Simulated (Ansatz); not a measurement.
A structure relaxed at r2SCAN-D4/def2-SVP in Ansatz, charge 0, singlet:

```xyz
4

Mo    0.894   -0.749    0.542
Mo    1.354    0.634   -0.909
P    -1.292   -0.164    1.204
P    -0.956    0.279   -0.837
```

Give its formula.

the cluster Mo₂P₂.

Summarise the bond lengths by kind (pairs closer than 1.2 times the sum of covalent radii, bridged metal pairs left out).

3 × Mo–P 2.34 to 2.53 Å; 1 × P–P 2.12 Å.

In the def2 sets Mo takes a core potential; there is no spin–orbit coupling. The restricted singlet is unstable towards broken spin symmetry in Hartree–Fock (as tested in another run); at r2SCAN-D4/def2-SVP this wasn't settled. Another isomer (triplet) lies 1.16 eV lower at PBE0-D4/def2-TZVP; other spin states weren't run for this one.
